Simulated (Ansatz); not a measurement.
System: sum formula SiNH$_{2}$F$_{3}$ (charge 0, singlet). SMILES: F[Si](F)(N)F
Structure (B3LYP-D3(BJ)/def2-TZVP (Ansatz, a program for electronic structure) minimum search):
```xyz
7

Si    -0.0079    -0.0020    -0.0019
F     -0.4568    -1.0187    -1.1308
F     -0.6660    -0.5298     1.3340
F     -0.6334     1.3917    -0.4052
N      1.6453     0.1665     0.2111
H      2.1931    -0.4923     0.7382
H      2.2061     0.7658    -0.3707
```
Charge 0, spin multiplicity 1.

Wanted: atomisation energy (electronic, to ground-state atoms), in eV. Valence correlation only, unless marked. Open shells are spin-unrestricted. No spin-orbit coupling. No relativistic terms. The coupled-cluster limit lacks core correlation, which all-electron functionals hold. CBS marks a two-point X^-3 extrapolation of the correlation energy; Hartree-Fock from the larger set.

```json
[
 {"level": "HF/6-31G*", "program": "Ansatz", "atomisation energy (eV)": "21.30", "minus last row": "-9.70", "rough core time": "-"},
 {"level": "BLYP-D4/def2-TZVPD", "program": "Ansatz + dftd4", "atomisation energy (eV)": "30.62", "minus last row": "-0.38", "rough core time": "under 20 s"},
 {"level": "r2SCAN-D4/def2-TZVPD", "program": "Ansatz + dftd4", "atomisation energy (eV)": "30.59", "minus last row": "-0.41", "rough core time": "under 20 s"},
 {"level": "r2SCAN0/def2-TZVPD", "program": "Ansatz", "atomisation energy (eV)": "29.80", "minus last row": "-1.20", "rough core time": "under 20 s"},
 {"level": "B2PLYP/def2-TZVPD", "program": "Ansatz", "atomisation energy (eV)": "30.37", "minus last row": "-0.63", "rough core time": "under 20 s"},
 {"level": "RPA@PBE/cc-pV(Q+d)Z", "program": "Ansatz", "atomisation energy (eV)": "28.77", "minus last row": "-2.23", "rough core time": "30 s"},
 {"level": "MP2/aug-cc-pV(D+d)Z", "program": "Ansatz", "atomisation energy (eV)": "29.42", "minus last row": "-1.58", "rough core time": "-"},
 {"level": "SCS-MP2/aug-cc-pV(T+d)Z", "program": "Ansatz", "atomisation energy (eV)": "30.89", "minus last row": "-0.11", "rough core time": "-"},
 {"level": "SCS-MP2/cc-pV(Q+d)Z", "program": "Ansatz", "atomisation energy (eV)": "31.35", "minus last row": "0.35", "rough core time": "-"},
 {"level": "CCSD(T)/STO-3G", "program": "Ansatz", "atomisation energy (eV)": "20.78", "minus last row": "-10.22", "rough core time": "under 20 s"},
 {"level": "CCSD(T)/aug-cc-pV(T+d)Z", "program": "Ansatz", "atomisation energy (eV)": "30.16", "minus last row": "-0.84", "rough core time": "10 min"},
 {"level": "CCSD(T)/cc-pV(T+d)Z", "program": "Ansatz", "atomisation energy (eV)": "29.81", "minus last row": "-1.19", "rough core time": "2.2 min"},
 {"level": "CCSD(T)/cc-pVTZ", "program": "Ansatz", "atomisation energy (eV)": "29.54", "minus last row": "-1.46", "rough core time": "110 s"},
 {"level": "CCSD(T)/cc-pwCVTZ", "program": "Ansatz", "atomisation energy (eV)": "29.96", "minus last row": "-1.04", "rough core time": "7 min"},
 {"level": "CCSD(T)/CBS(cc-pV(T+d)Z,cc-pV(Q+d)Z)", "program": "Ansatz", "atomisation energy (eV)": "31.00", "minus last row": "0.00", "rough core time": "-"}
]
```

Core times are rough, on shared machines, summed over the molecules involved; a dash marks a level read off another run, or run on other hardware, by another program or under a memory cap.
